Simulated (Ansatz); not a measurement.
`B/C=C/[SiH3]` + `O[SiH2][GeH2][F]` → `BO[SiH2][GeH2][F]` + `C=C[SiH3]`  (ligand exchange at a B–C bond)

Calculated with Ansatz (gas phase, PBE0-D4/def2-TZVP geometries, no zero-point term in ΔE). CCSD(T)/CBS adds triple-zeta CCSD(T) − MP2 to the extrapolated MP2 energy (def2 sets, frozen cores). DFT in def2-TZVPP. For Ge outer-core shells are correlated without core-valence functions, which leaves a few kJ/mol of doubt a bond. Scalar relativity is left out up to krypton. Each species was taken in one conformer, which may not be the lowest.

CCSD(T)/CBS gives -113.6 kJ/mol.

Q: Another level gave -115.4 kJ/mol. Which?
A. MP2/def2-TZVPP
B. r2SCAN-D4/def2-TZVPP
C. PBE/def2-TZVPP
D. HF/def2-TZVPP

A: A. MP2/def2-TZVPP -115.4, PBE -106.1, HF/def2-TZVPP -127.0, r2SCAN-D4 -110.6 kJ/mol.

Largest T1 diagnostic among the species: 0.013.

In def2-TZVPP, CCSD(T) changes the Hartree–Fock value by +10.1 kJ/mol (the triples alone add +1.9 kJ/mol) and MP2 by +11.6 kJ/mol. From PBE to PBE0 (25 % exact exchange), in def2-TZVPP and without D4, ΔE moves by −3.1 kJ/mol.
